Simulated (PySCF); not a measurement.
## Excitation energy of Mo by level of theory

Mo [Kr] 4d5 5s1 (7S) → Mo [Kr] 4d4 5s1 5p1 (high-spin determinant), as a difference of total energies. All numbers are calculated (PySCF 2.14, scalar relativity through the core potential, in aug-cc-pwCVDZ-PP with ECP28MDF (6s6p5d3f, 70 functions)). Correlated levels: valence and next inner shell: nothing frozen outside the core potential. The calculations carry no spin-orbit coupling.

| method | excitation energy (cm⁻¹) |
| --- | --- |
| UHF | 22858 |
| MP2 (valence and next inner shell) | 28378 |
| SCS-MP2 (valence and next inner shell) | 25752 |
| CCSD (valence and next inner shell) | 26049 |
| CCSD(T) (valence and next inner shell) | 26524 |

The coupled-cluster amplitudes are large for the upper state (T1 above 0.03 or a double amplitude above 0.15), so a single reference is strained.

The determinant of the upper state mixes LS terms, which raises its energy above the lowest term, most at the Hartree-Fock and MP2 levels.
